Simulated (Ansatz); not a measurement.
CH2GeN2, SMILES `N#[C][Ge][NH2]` (excited triplet) (charge 0, multiplicity 3). This triplet is an excited state, 2.24 eV above the relaxed singlet at the level frozen-core CCSD(T)/cc-pVTZ // PBE0-D3(BJ)/def2-TZVP (Ansatz, a program for electronic structure).

All values below come from LC-ωPBE/cc-pVTZ // PBE0-D3(BJ)/def2-TZVP run with Ansatz.

Ansatz 0.2 input:
```yaml
crystal:
  periodic: [false, false, false]
  atoms:
    - { symbol: N, position_ang: [2.892883, -0.341344, 0.326151] }
    - { symbol: C, position_ang: [1.83431, 0.092582, 0.149526] }
    - { symbol: Ge, position_ang: [0.162199, 0.945184, -0.147515] }
    - { symbol: N, position_ang: [-1.243243, -0.252062, -0.191324] }
    - { symbol: H, position_ang: [-1.923218, -0.134515, 0.550233] }
    - { symbol: H, position_ang: [-1.722931, -0.309848, -1.081632] }
basis:
  gaussian: { orbitals: cc-pVTZ }
hamiltonian:
  xc: lc_wpbe
magnetization:
  spin_polarized: true
  initial_magnetization: 2
```

Output:

```
Functional definition: LC-wPBE
991 factors; their error is unknown
264 factors; integrals over basis functions are off by at most 3.5e-5 eV
mean field evaluation 1: about -60548.0514 eV, gradient 4.5e1 eV
mean field evaluation 2: about -60543.3615 eV, gradient 5.7e1 eV
mean field evaluation 4: about -60557.0805 eV, gradient 4.6e0 eV
mean field evaluation 8: about -60557.2633 eV, gradient 2.1e-1 eV
mean field evaluation 16: about -60557.2499 eV, gradient 2.7e-3 eV
mean field -60557.24993756 eV, -2225.4378880270 hartree, gradient 3.7e-5 eV, S^2 2.012465; 0 other end points of the search recorded, 0 dependent functions left out
reference -60557.24993757 eV, -2225.4378880273 hartree; 28, 26 occupied and 133, 135 virtual orbitals, 991 factors
Total energy: -60557.24993757 eV, -2225.4378880273 hartree
```
